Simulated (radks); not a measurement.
All-electron atom: the xenon ion Xe41+ in [Ne] 3s2 3p1.

All-electron calculation, non-relativistic Kohn-Sham, PBE, spin-polarised, spherical densities, point nucleus; open shells are filled with parallel spins first (spin-orbit coupling, left out, can overturn this in heavy ions); relativity is left out, which matters for an element this heavy. Program: a radial shooting solver on a logarithmic mesh with Libxc functionals.

Energy parts (eV):
total: -155532.295
kinetic: 155517.580
electron-nucleus: -326732.457
Hartree: 18335.516
exchange-correlation: -2652.934

Orbitals (lengths in bohr, moments of r in powers of bohr; r(max) is where P^2 peaks):
orbital  occ.  eigenvalue (eV)   r(max)
1s up       1        -35518.53  0.01864
1s down     1        -35516.09  0.01864
2s up       1        -7444.459   0.1020
2s down     1        -7442.325   0.1020
2p up       3        -7185.626  0.07964
2p down     3        -7182.798  0.07966
3s up       1        -3018.190   0.2701
3s down     1        -3007.882   0.2701
3p up       1        -2925.131   0.2543
3p down     0        -2914.832   0.2543

The highest occupied level is 3p up at -2925.1 eV. The spin density at the nucleus is -2.629 e/bohr^3 (1s -4.413, 2s -0.871, 3s 2.656). The density falls to 0.001 e/bohr^3 at r = 0.76 bohr. Virial ratio -V/T = 2.00009. Spin moment in Bohr magnetons: 1. Summed over all electrons, <r^2> = 0.3756 bohr^2, which gives a Langevin (diamagnetic) susceptibility term of -0.297 x 10^-6 cm^3/mol. The electron density at the nucleus is 1.119e+05 e/bohr^3.
